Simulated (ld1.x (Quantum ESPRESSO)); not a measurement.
# What one change does to a pseudopotential (Zn, TM)

```json
{
 "Element": "zinc (Zn)",
 "Generator": "ld1.x (Quantum ESPRESSO) 7.5",
 "Type": "norm-conserving Troullier–Martins (Kleinman–Bylander form)",
 "Functional": "PBE",
 "Relativity": "scalar-relativistic",
 "Frozen core": "[Ne] 3s2",
 "Valence charge": "18",
 "Reference configuration": "3p6 3d10 4s2 4p0",
 "Partial waves": "3p (bound): rc 1.00 bohr; 3d (bound): rc 1.45 bohr; 4s (bound): rc 1.85 bohr",
 "Local potential": "the s channel",
 "Core correction": "none"
}
```

All-electron outer shells of the reference configuration (PBE, scalar-relativistic, ld1.x):

```json
{"shell": "2p", "level (eV)": "-1004.03", "outermost node (bohr)": "–", "outermost maximum (bohr)": "0.15"}
{"shell": "3s", "level (eV)": "-129.23", "outermost node (bohr)": "0.28", "outermost maximum (bohr)": "0.59"}
{"shell": "3p", "level (eV)": "-83.40", "outermost node (bohr)": "0.25", "outermost maximum (bohr)": "0.59"}
{"shell": "3d", "level (eV)": "-10.14", "outermost node (bohr)": "–", "outermost maximum (bohr)": "0.57"}
{"shell": "4s", "level (eV)": "-5.98", "outermost node (bohr)": "0.85", "outermost maximum (bohr)": "2.09"}
{"shell": "4p", "level (eV)": "-1.12", "outermost node (bohr)": "0.92", "outermost maximum (bohr)": "3.08"}
```

Change: wave 4s (bound): rc 1.85 bohr becomes 4s (bound): rc 1.28 bohr.

Cutoffs: the cutoffs (Ry, on a coarse ladder) from which the occupation-weighted sum of valence levels, in a spherical-Bessel basis at the reference potential, stays within 10 and 1 mRy of its value at 400 Ry; they do not see the model core or the augmentation charge, which bear on the density cutoff. Errors are all-electron minus pseudo energies relative to the spin-unpolarised reference configuration.

Problem. What does the change do?

Solution. The potential gets neither clearly harder nor softer (160 Ry and 230 Ry → 160 Ry and 260 Ry); the d channel sets the loose cutoff, while the largest relative change is in s, which becomes harder; of the 7 tests that both files solve, the error grows in 0 and shrinks in 6 by more than 15 % and 0.3 meV (median size 652.1 → 270.3 meV); neither file shows a bound ghost at the reference potential, the only one tested. Less of the atom is replaced, so other configurations are described better.

| quantity | base | changed |
| --- | --- | --- |
| cutoff, loose | 160 Ry | 160 Ry |
| cutoff, tight | 230 Ry | 260 Ry |
| loose cutoff by channel (10 mRy a level) | p 90 Ry, d 120 Ry, s 10 Ry | p 90 Ry, d 120 Ry, s 40 Ry |
| bound ghosts | none | none |
| error for 3p6 3d10 4s1 4p0, meV [ΔE 9.89 eV] | -4.0 | +3.0 |
| error for 3p6 3d10 4s0 4p0, meV [ΔE 28.33 eV] | -22 | +9.0 |
| error for 3p6 3d9 4s0 4p0, meV [ΔE 68.86 eV] | -214 | -232 |
| error for 3p5 3d10 4s2 4p0, meV [ΔE 92.03 eV] | -759 | -270 |
| error for 3p6 3d9 4s2 4p1, meV [ΔE 12.24 eV] | -1184 | -792 |
| error for 3p6 3d10 4s0 4p2, meV [ΔE 10.56 eV] | -1671 | -1316 |
| error for 3p6 3d10 4s1 4p1, meV [ΔE 5.09 eV] | -652 | -519 |

Base: These tests converged, but a pseudo level misses the all-electron one widely, so the file describes the atom poorly there or has found another state: 3p6 3d9 4s0 4p0: empty 4p by 3.2 eV.
